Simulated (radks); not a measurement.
Results of a calculation; reference values are marked as such.
Ionisation of S+, [Ne] 3s2 3p3, to S2+, [Ne] 3s2 3p2, under several functionals. Dirac Kohn-Sham, spin-unpolarised, spherical densities, point nucleus; open shells fill j = l - 1/2 first; a radial shooting solver on a logarithmic mesh with Libxc functionals.

functional,E(S+) (hartree),Exc (hartree),IE (eV),-e(HOMO) (eV),<r> HOMO (bohr),IE error (eV)
OLYP,-398.80801,-25.36733,22.182,16.689,1.899,-1.156
Wu-Cohen GGA,-398.35613,-24.88532,22.216,16.727,1.894,-1.122
exchange-only PBE,-398.06089,-24.57778,21.235,15.781,1.919,-2.103
BLYP,-398.80887,-25.34595,22.081,16.593,1.903,-1.257
PBE,-398.61801,-25.15226,22.229,16.746,1.898,-1.109
exchange-only B88,-398.19232,-24.71660,21.246,15.781,1.912,-2.092
RPBE,-398.75728,-25.29648,22.214,16.733,1.900,-1.124
"LDA (Slater exchange, Perdew-Zunger correlation)",-397.39946,-23.89398,22.317,16.833,1.897,-1.021

NIST Atomic Spectra Database: 23.338 eV (measured). Closest: LDA (Slater exchange, Perdew-Zunger correlation). The Delta-SCF values span 1.08 eV, the total energies 1.41 hartree. The highest occupied level is 3p3/2. Spin polarisation and multiplet splitting are left out, so open shells lie too high by an amount that depends on their filling.

Beside tabulated values, note that spin-unpolarised runs miss the spin-polarisation part of the exchange energy of open shells.
